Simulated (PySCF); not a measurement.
C4H11NSi.
Numbering: `[CH2:1]=[N:2][Si@H:3]([CH3:4])[CH2:5][CH3:6]` (hydrogens: H7, H8 on C1; H9 on Si3; H10, H11, H12 on C4; H13, H14 on C5; H15, H16, H17 on C6)

Level of theory: PySCF, PBE0-D3(BJ)/def2-SVP geometry optimisation, gas phase.

Question: List the bond lengths, angles and torsions at this level.

Answer: 
```
                  bond  length (Å)   order
                 C1=N2       1.261  double
                N2–Si3       1.764  single
                Si3–C4       1.871  single
                Si3–C5       1.878  single
                 C5–C6       1.526  single
                 C1–H7       1.107  single
                 C1–H8       1.113  single
                Si3–H9       1.508  single
C4–H10, C4–H11, C4–H12       1.101  single
                C5–H13       1.105  single
                C5–H14       1.104  single
C6–H15, C6–H16, C6–H17       1.102  single
```

Bonds in one row agree within 0.01 Å and their mean is given. Orders are formal, as drawn. A selection of angles:
```
     angle  degrees
  N2–C1–H7    120.7
  N2–C1–H8    124.5
  H7–C1–H8    114.9
 C1–N2–Si3    125.1
 N2–Si3–C4    108.0
 N2–Si3–C5    107.0
 N2–Si3–H9    109.9
 C4–Si3–C5    111.7
 C4–Si3–H9    110.4
 C5–Si3–H9    109.8
Si3–C4–H10    110.8
Si3–C4–H12    110.3
H10–C4–H11    108.2
 Si3–C5–C6    114.2
Si3–C5–H13    107.7
Si3–C5–H14    107.3
 C6–C5–H13    110.8
 C6–C5–H14    110.5
H13–C5–H14    105.9
 C5–C6–H15    111.9
H15–C6–H16    107.3
```

Torsions: C1–N2–Si3–C4 -121° (anticlinal); N2–Si3–C5–C6 -58° (synclinal).

Si3 (SiH silicon) is tetrahedral (angles from 107.0° to 111.7°).

Point group: C1 (no symmetry element, even within 0.4 Å). PBE0-D3(BJ)/def2-SVP frequencies: not computed here. The numbers are those of one conformer.
